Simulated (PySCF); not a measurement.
# From computed data to an observable: chemical shift, span and skew from a shielding tensor

H10N2Si3, SMILES N[SiH2]N[SiH2][SiH3]. Atoms are numbered in the order given.

```xyz
15

N     -2.8963     0.7634    -0.5322
Si    -2.0344    -0.4512     0.3359
N     -0.4118     0.0983     0.6382
Si     1.1096    -0.7229     0.4131
Si     2.5937     0.7043    -0.7163
H     -3.8901     0.8884    -0.3822
H     -2.6196     1.0478    -1.4647
H     -1.8457    -1.7710    -0.3458
H     -2.8539    -0.6637     1.5700
H     -0.3528     1.0356     1.0312
H      0.8517    -1.9478    -0.4026
H      1.7495    -1.1594     1.6986
H      2.7163     2.0003     0.0260
H      2.0766     1.0089    -2.0878
H      3.9602     0.1065    -0.8424
```

Geometry optimised at PBE0-D3(BJ)/def2-SVP. This is a generated structure with no PubChem entry under its InChIKey; it may be hypothetical. Other conformers were not sampled.

GIAO shieldings from PySCF with PBE/pcSseg-1, non-relativistic, no solvent. The symmetric part of the tensor of N1 has the principal values 196.9, 249.1, 259.6 ppm. The same nucleus in NH3 has σ = 267.0 ppm at this level (PySCF, at its B3LYP-D3(BJ)/def2-TZVP geometry).

Question: Work out the isotropic shielding, the ¹⁵N shift against NH3, the span and the skew.

Answer: 
σ(iso) = (σ11 + σ22 + σ33)/3 = 235.2 ppm. δ = σ(ref) − σ(iso) = 267.0 − (235.2) = 31.8 ppm.
Span Ω = σ33 − σ11 = 62.7 ppm. Skew κ = 3(σ(iso) − σ22)/Ω = -0.67. Tumbling in solution averages the tensor to δ; in a static solid the shielding alone would spread this spin-1/2 line over Ω.
